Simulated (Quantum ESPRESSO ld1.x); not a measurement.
Question: Species: neutral neodymium. Configuration: [Xe] 4f4 6s1 6f1 (not the ground configuration). Method: scalar-relativistic Kohn-Sham, LDA (Slater exchange, VWN5 correlation), spin-unpolarised, spherical densities, point nucleus; computed with ld1.x of Quantum ESPRESSO 7.5. Some entries of the table are withheld. Estimate them.

orbital,occ.,eigenvalue (Ry),<r^2> (bohr^2)
1s,2,-3187.28,0.0007609
2s,2,(1),0.01205
2p,6,-461.427,0.009630
3s,2,(2),0.08123
3p,6,-94.9767,0.08122
3d,10,-71.0896,(3)
4s,2,-22.5455,0.4168
4p,6,-16.9161,(4)
4d,10,-8.91330,0.5814
5s,2,(5),2.434
5p,6,-1.97903,3.382
6s,1,-0.52945,(6)
4f,4,-0.48906,1.699
6f,1,-0.02745,884.2

Answer: 
(1) 2s eigenvalue (Ry): -515.889
(2) 3s eigenvalue (Ry): -112.153
(3) 3d <r^2> (bohr^2): 0.06887
(4) 4p <r^2> (bohr^2): 0.4712
(5) 5s eigenvalue (Ry): -3.33407
(6) 6s <r^2> (bohr^2): 17.97
